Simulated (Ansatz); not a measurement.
Consider the cleavage of the B–Al bond: `[SiH3][BH][AlH][SiH3]` + CH₃NH₂ → `CNB[SiH3]` + `[AlH2][SiH3]`.

Computed with Ansatz on PBE0-D4/def2-TZVP structures; ΔE is electronic, products minus reactants. CCSD(T)/CBS adds triple-zeta CCSD(T) − MP2 to the extrapolated MP2 energy (def2 sets, frozen cores). This one scheme is used for every species. Functionals use def2-TZVPP. B3LYP here is the variant with VWN-RPA as its local correlation; programs differ in this. One conformer a species, not always the lowest.

(1) Is it downhill or uphill in electronic energy at CCSD(T)/CBS, and by how much? (Best estimate.)

(2) What do these levels give: B3LYP-D4, ωB97M-V, B2PLYP, CCSD(T)/def2-TZVPP, MP2/def2-QZVPP, CCSD/CBS(def2)? (Best estimate.)

Largest T1 diagnostic among the species: 0.014.

## Answers

(1) The calculation gave: Downhill: ΔE = -41.2 kcal/mol.

(2) Computed: B3LYP-D4 -42.2, ωB97M-V -42.7, B2PLYP -42.9, CCSD(T)/def2-TZVPP -41.7, MP2/def2-QZVPP -43.5, CCSD/CBS(def2) -40.7 kcal/mol.

In def2-TZVPP, CCSD(T) changes the Hartree–Fock value by −0.8 kcal/mol (the triples alone add −0.5 kcal/mol) and MP2 by −2.9 kcal/mol.
